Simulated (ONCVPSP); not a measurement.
Ranking ONCV potentials for Cd (Z = 48)

All share these settings but for the change named:

ONCVPSP 4.0.1 input, shortened (lines: element, Z, core and valence counts, functional; n l f; lmax; l rc ep ncon nbas qcut; lloc lpopt rc5 dvloc0; l nproj debl; icmod fcfact rcfact), BLYP, fully relativistic:

```
  Cd 48.00    6    4  -106131      upf
    1    0    2.00
    2    0    2.00
    2    1    6.00
    3    0    2.00
    3    1    6.00
    3    2   10.00
    4    0    2.00
    4    1    6.00
    4    2   10.00
    5    0    2.00
    2
    0    1.45    0.00    4    8    7.00
    1    1.00    0.00    4    8    8.00
    2    1.20    0.00    4    8    7.40
    4    5    0.95    0.00
    0    2    2.10
    1    3    3.80
    2    2    1.80
    0    0.00    0.00
```

Open shells are filled in proportion to 2j + 1.

Cutoff: the first of the cutoffs (Ha) at which the residual kinetic energy of the hardest occupied pseudo-wave falls to 1 and 0.1 mHa per electron; the density cutoff is not measured.

The base gives 168 Ha.

Of 7 variants that were run, those that failed, showed a ghost or another fault, or gave nearly equal values are left out.

(1) Rank these variants from softest to hardest (loose cutoff).
A. all radii scaled by about 1.30 (s 1.88, p 1.30, d 1.56 bohr); local potential polynomial inside 1.22 bohr (lpopt 5, dvloc0 0 Ha)
B. all radii scaled by about 1.10 (s 1.60, p 1.10, d 1.32 bohr); local potential polynomial inside 1.04 bohr (lpopt 5, dvloc0 0 Ha)
C. all radii scaled by about 1.23 (s 1.78, p 1.22, d 1.48 bohr); local potential polynomial inside 1.16 bohr (lpopt 5, dvloc0 0 Ha)
D. all radii scaled by about 1.17 (s 1.70, p 1.16, d 1.40 bohr); local potential polynomial inside 1.12 bohr (lpopt 5, dvloc0 0 Ha)

## Answers

(1) A (27 Ha), C (31 Ha), D (44 Ha), B (87 Ha).
